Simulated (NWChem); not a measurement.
System: C₃H₄N₂; SMILES C(/C)=N\C#N

The following NWChem deck was run.

```
start job
memory heap 200 mb stack 900 mb global 1100 mb
geometry units angstroms noautoz
  C     -0.124641    -2.250550     0.000000
  C      0.341392    -0.845500     0.000000
  N     -0.480373     0.134281     0.000000
  C     -0.049724     1.394945     0.000000
  N      0.221457     2.526591     0.000000
  H      0.272877    -2.779225    -0.882371
  H      0.272877    -2.779225     0.882371
  H     -1.220862    -2.297870     0.000000
  H      1.433558    -0.673195     0.000000
end
basis spherical
  * library def2-tzvp
end
dft
  xc pbe0
  iterations 150
  semidirect filesize 400000000
  mulliken
end
task dft energy
```

Excerpt of the output:

```
             Northwest Computational Chemistry Package (NWChem) 7.3.0
             --------------------------------------------------------

 CS  symmetry detected

                             Geometry "geometry" -> ""
                             -------------------------

 Output coordinates in angstroms (scale by  1.889725989 to convert to a.u.)

  No.       Tag          Charge          X              Y              Z
 ---- ---------------- ---------- -------------- -------------- --------------
    1 C                    6.0000    -0.04853353    -2.25034429     0.00000000
    2 C                    6.0000     0.37060507    -0.83059956     0.00000000
    3 N                    7.0000    -0.48322883     0.12136483     0.00000000
    4 C                    6.0000    -0.09466216     1.39562863     0.00000000
    5 N                    7.0000     0.13880686     2.53565232     0.00000000
    6 H                    1.0000     0.36631366    -2.76553322    -0.88237100
    7 H                    1.0000     0.36631366    -2.76553322     0.88237100
    8 H                    1.0000    -1.14257978    -2.33402491     0.00000000
    9 H                    1.0000     1.45644995    -0.62213741     0.00000000

 Effective nuclear repulsion energy (a.u.)     141.7283578191

      Symmetry information
      --------------------

 Group name             Cs
 Group number              2
 Group order               2
 No. of unique centers     8

                                 NWChem DFT Module
                                 -----------------

 Summary of "ao basis" -> "ao basis" (spherical)
 ------------------------------------------------------------------------------
       Tag                 Description            Shells   Functions and Types
 ---------------- ------------------------------  ------  ---------------------
 C                         def2-tzvp                11       31   5s3p2d1f
 N                         def2-tzvp                11       31   5s3p2d1f
 H                         def2-tzvp                 4        6   3s1p

      Symmetry analysis of basis
      --------------------------

        a'        121
        a"         58

            General Information
            -------------------
          SCF calculation type: DFT
          Wavefunction type:  closed shell.
          No. of atoms     :     9
          No. of electrons :    36
           Alpha electrons :    18
            Beta electrons :    18
          Charge           :     0
          Spin multiplicity:     1
          Use of symmetry is: on ; symmetry adaption is: on
          Maximum number of iterations: 150
          AO basis - number of functions:   179
                     number of shells:    71
          Convergence on energy requested:  1.00D-06
          Convergence on density requested:  1.00D-05
          Convergence on gradient requested:  5.00D-04

              XC Information
              --------------
                         PBE0 Method XC Functional
                     Hartree-Fock (Exact) Exchange  0.250
          PerdewBurkeErnzerhof Exchange Functional  0.750
            Perdew 1991 LDA Correlation Functional  1.000 local
           PerdewBurkeErnz. Correlation Functional  1.000 non-local

             Grid Information
             ----------------
          Grid used for XC integration:  medium
          Radial quadrature: Mura-Knowles
          Angular quadrature: Lebedev.
          Tag              B.-S. Rad. Rad. Pts. Rad. Cut. Ang. Pts.
          ---              ---------- --------- --------- ---------
          C                   0.70       49          12.0       434
          N                   0.65       49          13.0       434
          H                   0.35       45          12.0       434
          Grid pruning is: on
          Number of quadrature shells:   380
          Spatial weights used:  Erf1

      Superposition of Atomic Density Guess
      -------------------------------------

 Sum of atomic energies:        -223.63632503

      Non-variational initial energy
      ------------------------------

 Total energy =    -226.361855
 1-e energy   =    -581.254681
 2-e energy   =     213.164468
 HOMO         =      -0.334484
 LUMO         =      -0.050651

      Symmetry analysis of molecular orbitals - initial
      -------------------------------------------------

  Numbering of irreducible representations:

     1 a'          2 a"

  Orbital symmetries:

     1 a'          2 a'          3 a'          4 a'          5 a'
     6 a'          7 a'          8 a'          9 a'         10 a'
    11 a"         12 a'         13 a'         14 a"         15 a'
    16 a'         17 a"         18 a'         19 a"         20 a'
    21 a'         22 a'         23 a"         24 a'         25 a"
    26 a'         27 a'         28 a'

------------------------------------------------------------
EAF file 0: "./job.aoints.0" size=284688384 bytes
------------------------------------------------------------
               write      read    awrite     aread      wait
               -----      ----    ------     -----      ----
     calls:      543         0         0         0         0
   data(b): 2.85e+08  0.00e+00  0.00e+00  0.00e+00
   time(s): 0.00e+00  0.00e+00  0.00e+00  0.00e+00  0.00e+00
rate(mb/s): 0.00e+00  0.00e+00
------------------------------------------------------------

     ---------------------------------------------
      Total Density - Mulliken Population Analysis
     ---------------------------------------------

    Atom       Charge   Shell Charges
 -----------   ------   -------------------------------------------------------
    1 C    6     6.49   0.86  1.12  0.56  0.67  0.12  1.27  1.43  0.43  0.01  0.03  0.00
    2 C    6     5.55   0.86  1.12  0.55  0.60  0.11  1.01  0.99  0.20  0.03  0.08  0.01
    3 N    7     7.48   0.82  1.16  0.58  0.86  0.20  1.49  1.73  0.59  0.01  0.04  0.00
    4 C    6     5.33   0.86  1.12  0.60  0.35  0.05  1.02  0.95  0.26  0.04  0.06  0.02
    5 N    7     7.81   0.82  1.15  0.63  0.94  0.26  1.54  1.69  0.75  0.01  0.03  0.00
    6 H    1     0.81   0.23  0.43  0.12  0.02
    7 H    1     0.81   0.23  0.43  0.12  0.02
    8 H    1     0.84   0.24  0.44  0.14  0.02
    9 H    1     0.88   0.24  0.46  0.16  0.02

   convergence    iter        energy       DeltaE   RMS-Dens  Diis-err
 ---------------- ----- ----------------- --------- --------- ---------
 d= 0,ls=0.0,diis     1   -225.8728108883 -3.68D+02  8.36D-03  1.08D+00
 d= 0,ls=0.0,diis     2   -225.5121325079  3.61D-01  5.98D-03  3.92D+00
 d= 0,ls=0.0,diis     3   -225.9917535307 -4.80D-01  1.18D-03  9.59D-02
 d= 0,ls=0.0,diis     4   -225.9981996175 -6.45D-03  5.77D-04  3.87D-02
 d= 0,ls=0.0,diis     5   -226.0018872209 -3.69D-03  1.91D-04  3.28D-03
  Resetting Diis
 d= 0,ls=0.0,diis     6   -226.0022289242 -3.42D-04  4.32D-05  1.08D-04
 d= 0,ls=0.0,diis     7   -226.0022426577 -1.37D-05  2.41D-05  1.35D-05
 d= 0,ls=0.0,diis     8   -226.0022409228  1.73D-06  1.50D-05  2.65D-05
 d= 0,ls=0.0,diis     9   -226.0022443112 -3.39D-06  2.83D-06  1.05D-06
 d= 0,ls=0.0,diis    10   -226.0022444153 -1.04D-07  7.36D-07  5.54D-08

         Total DFT energy =     -226.002244415270
      One electron energy =     -584.606560888578
           Coulomb energy =      248.105634870551
    Exchange-Corr. energy =      -31.229676216393
 Nuclear repulsion energy =      141.728357819150

 Numeric. integr. density =       36.000007800152

                  Occupations of the irreducible representations
                  ----------------------------------------------

                     irrep           alpha         beta
                     --------     --------     --------
                     a'               15.0         15.0
                     a"                3.0          3.0

                       DFT Final Molecular Orbital Analysis
                       ------------------------------------

 Vector   16  Occ=2.000000D+00  E=-3.751854D-01  Symmetry=a'
              MO Center=  1.9D-01,  1.8D+00,  8.8D-16, r^2= 2.9D+00
   Bfn.  Coefficient  Atom+Function         Bfn.  Coefficient  Atom+Function
  ----- ------------  ---------------      ----- ------------  ---------------
   128      0.306107  5 N  s                131      0.248848  5 N  py
   100     -0.211452  4 C  py               130      0.199375  5 N  px
   134      0.157321  5 N  py               133      0.155144  5 N  px
   103     -0.138267  4 C  py               127      0.133196  5 N  s
   137      0.124563  5 N  py                97     -0.116488  4 C  s

 Vector   17  Occ=2.000000D+00  E=-3.195990D-01  Symmetry=a"
              MO Center=  3.9D-02,  1.1D+00,  1.3D-15, r^2= 3.4D+00
   Bfn.  Coefficient  Atom+Function         Bfn.  Coefficient  Atom+Function
  ----- ------------  ---------------      ----- ------------  ---------------
   132      0.289943  5 N  pz               135      0.242648  5 N  pz
   101      0.204526  4 C  pz                39     -0.188781  2 C  pz
    70     -0.185165  3 N  pz               104      0.175813  4 C  pz
    42     -0.170566  2 C  pz                73     -0.165923  3 N  pz
   138      0.141961  5 N  pz                76     -0.111198  3 N  pz

 Vector   18  Occ=2.000000D+00  E=-3.033715D-01  Symmetry=a'
              MO Center= -2.3D-01,  1.0D+00, -2.8D-15, r^2= 2.7D+00
   Bfn.  Coefficient  Atom+Function         Bfn.  Coefficient  Atom+Function
  ----- ------------  ---------------      ----- ------------  ---------------
    68      0.287611  3 N  px               130     -0.254452  5 N  px
    71      0.245359  3 N  px               133     -0.215096  5 N  px
    74      0.190481  3 N  px                66     -0.179823  3 N  s
    99     -0.158934  4 C  px                 5      0.136821  1 C  s
   102     -0.135390  4 C  px               136     -0.133974  5 N  px

 Vector   19  Occ=0.000000D+00  E=-7.590001D-02  Symmetry=a"
              MO Center=  1.6D-01, -1.8D-01,  1.2D-15, r^2= 3.3D+00
   Bfn.  Coefficient  Atom+Function         Bfn.  Coefficient  Atom+Function
  ----- ------------  ---------------      ----- ------------  ---------------
    45      0.457634  2 C  pz                39      0.338399  2 C  pz
    42      0.339081  2 C  pz                76     -0.315598  3 N  pz
    70     -0.233984  3 N  pz                73     -0.204267  3 N  pz
   138      0.190955  5 N  pz               132      0.179704  5 N  pz
   135      0.160176  5 N  pz               158      0.142780  6 H  s

 Vector   20  Occ=0.000000D+00  E= 2.760170D-02  Symmetry=a'
              MO Center=  7.2D-01, -7.7D-01, -1.1D-13, r^2= 7.3D+00
   Bfn.  Coefficient  Atom+Function         Bfn.  Coefficient  Atom+Function
  ----- ------------  ---------------      ----- ------------  ---------------
     5      4.277300  1 C  s                176     -1.498011  9 H  s
    36     -1.360467  2 C  s                 43      1.323342  2 C  px
   158     -1.315582  6 H  s                164     -1.315582  7 H  s
    98     -0.973998  4 C  s                 67      0.966324  3 N  s
   170     -0.955950  8 H  s                129      0.837607  5 N  s

 Vector   21  Occ=0.000000D+00  E= 5.092269D-02  Symmetry=a'
              MO Center=  2.4D-01, -1.2D+00,  1.3D-13, r^2= 8.5D+00
   Bfn.  Coefficient  Atom+Function         Bfn.  Coefficient  Atom+Function
  ----- ------------  ---------------      ----- ------------  ---------------
     5      5.301450  1 C  s                 36     -2.497267  2 C  s
   158     -1.570474  6 H  s                164     -1.570474  7 H  s
    44      1.248588  2 C  py               170     -1.163608  8 H  s
   129     -0.862786  5 N  s                176      0.738421  9 H  s
   106      0.600673  4 C  py                12      0.471242  1 C  px

------------------------------------------------------------
EAF file 0: "./job.aoints.0" size=366477312 bytes
------------------------------------------------------------
               write      read    awrite     aread      wait
               -----      ----    ------     -----      ----
     calls:      699         9         0      6282      6282
   data(b): 3.66e+08  4.72e+06  0.00e+00  3.29e+09
   time(s): 0.00e+00  0.00e+00  0.00e+00  0.00e+00  0.00e+00
rate(mb/s): 0.00e+00  0.00e+00
------------------------------------------------------------

     ---------------------------------------------
      Total Density - Mulliken Population Analysis
     ---------------------------------------------

    Atom       Charge   Shell Charges
 -----------   ------   -------------------------------------------------------
    1 C    6     6.30   0.85  1.12  0.50  0.68  0.04  1.33  1.34  0.39  0.01  0.03  0.00
    2 C    6     5.98   0.86  1.12  0.54  0.61  0.12  1.26  1.12  0.21  0.03  0.11  0.01
    3 N    7     7.20   0.82  1.15  0.56  0.88  0.20  1.52  1.55  0.47  0.01  0.05  0.00
    4 C    6     6.02   0.86  1.11  0.56  0.48  0.04  1.31  1.15  0.37  0.03  0.07  0.02
    5 N    7     7.06   0.82  1.15  0.61  0.85  0.20  1.42  1.34  0.62  0.01  0.03  0.00
    6 H    1     0.85   0.26  0.47  0.10  0.02
    7 H    1     0.85   0.26  0.47  0.10  0.02
    8 H    1     0.85   0.27  0.46  0.10  0.02
    9 H    1     0.88   0.27  0.47  0.12  0.02

     -------------------------------------------
      Total Density - Lowdin Population Analysis
     -------------------------------------------

    Atom       Charge   Shell Charges
 -----------   ------   -------------------------------------------------------
    1 C    6     6.28   0.91  1.04  0.36  0.35  0.17  1.15  1.43  0.61  0.02  0.22  0.02
    2 C    6     6.17   0.91  1.04  0.37  0.33  0.17  1.08  1.20  0.49  0.04  0.48  0.06
    3 N    7     6.84   0.89  1.06  0.42  0.42  0.23  1.34  1.53  0.72  0.01  0.21  0.02
    4 C    6     6.31   0.91  1.03  0.37  0.32  0.16  1.13  1.20  0.55  0.04  0.51  0.07
    5 N    7     6.97   0.89  1.06  0.49  0.54  0.33  1.27  1.49  0.77  0.01  0.10  0.02
    6 H    1     0.85   0.25  0.39  0.16  0.06
    7 H    1     0.85   0.25  0.39  0.16  0.06
    8 H    1     0.86   0.25  0.39  0.16  0.06
    9 H    1     0.86   0.25  0.39  0.16  0.06

     Multipole analysis of the density
     ---------------------------------

     L   x y z        total         alpha         beta         nuclear
     -   - - -        -----         -----         ----         -------
     0   0 0 0     -0.000000    -18.000000    -18.000000     36.000000

     1   1 0 0      0.432212      0.216106      0.216106      0.000000
     1   0 1 0     -2.152672     -1.076336     -1.076336      0.000000
     1   0 0 1     -0.000000     -0.000000     -0.000000      0.000000

     2   2 0 0    -21.690070    -22.194834    -22.194834     22.699598
     2   1 1 0     -1.281795     -0.290044     -0.290044     -0.701706
     2   1 0 1      0.000000      0.000000      0.000000      0.000000
     2   0 2 0    -26.556650   -214.063658   -214.063658    401.570666
     2   0 1 1      0.000000      0.000000      0.000000      0.000000
     2   0 0 2    -21.540206    -13.550457    -13.550457      5.560708
```

Level: PBE0/def2-TZVP. The geometry was optimised at PBE0/def2-SVP.
